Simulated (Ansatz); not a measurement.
AlH2I (SMILES [AlH2][I]) moved off its minimum; all values from Ansatz (a first-principles code), cores frozen in correlated methods. Elements past Kr take the def2 small-core potentials, without spin–orbit coupling.
(charge 0, multiplicity 1)
```xyz
4

Al    -0.91382    -1.53897     0.14740
H     -0.51258    -2.47198     1.29670
H     -2.29839    -1.83386    -0.60554
I      0.31363     0.45782    -0.03615
```

Task: Give the forces (eV/Å), the total energy and the dipole at CCSD(T)/def2-TZVPPD.

Result: 
```csv
atom,Fx,Fy,Fz
Al1,-1.654,-1.203,0.029
H2,0.298,-0.483,0.363
H3,0.419,0.156,-0.073
I4,0.936,1.530,-0.319
```
Energy -540.0531 hartree, dipole 0.48 D.
